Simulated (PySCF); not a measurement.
## Correlation energy of P⁻ (phosphorus, charge -1)

[Ne] 3s2 3p4, high-spin 3P determinant. All numbers are calculated (PySCF 2.14, the spin-free X2C one-electron Hamiltonian (Gaussian nucleus), in x2c-TZVPPall with one added diffuse shell each of s, p, d type (6s6p4d1f, 51 functions)). Frozen: [Ne]; 6 electrons correlated.

| level | correlation energy (mhartree) |
| --- | --- |
| CCSD | -131.55 |
| (T) | -6.08 |
| CCSD(T) | -137.63 |

Diagnostics: T1 = 0.014, D1 = 0.0348, largest double amplitude 0.049.

Q: Is a single reference adequate?

A: Yes: T1 lies below 0.03 and no double amplitude reaches 0.07.
